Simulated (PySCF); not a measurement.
O⁺: excitation energy

O⁺ [He] 2s2 2p3 (4S) → O⁺ [He] 2s1 2p4 (4P), as a difference of total energies. All numbers are calculated (PySCF 2.14, scalar relativity by spin-free X2C-1e, in x2c-TZVPPall (5s3p2d1f, 31 functions)). Correlated levels: valence: 1s2 frozen; valence and next inner shell: nothing frozen. The calculations carry no spin-orbit coupling.

| method | excitation energy (eV) |
| --- | --- |
| UHF | 14.965 |
| LDA | 14.350 |
| PBE | 14.104 |
| PBE0 | 14.409 |
| r2SCAN | 14.093 |
| wB97X | 14.742 |
| B97-3 | 14.893 |
| r2SCAN0 | 14.354 |
| BHandHLYP | 14.828 |
| ROHF | 14.945 |
| MP2 (valence) | 15.005 |
| SCS-MP2 (valence) | 15.011 |
| MP2 (valence and next inner shell) | 14.986 |
| SCS-MP2 (valence and next inner shell) | 15.000 |

Problem. How much does correlation contribute at MP2 (valence and next inner shell)?

Solution. 14.986 − (14.965) = 0.021 eV, measured against UHF.

Errors of the correlated levels include the incompleteness of this basis and the frozen core.

For comparison: 14.870 eV (measured; NIST levels, between the centres of gravity of the two terms).
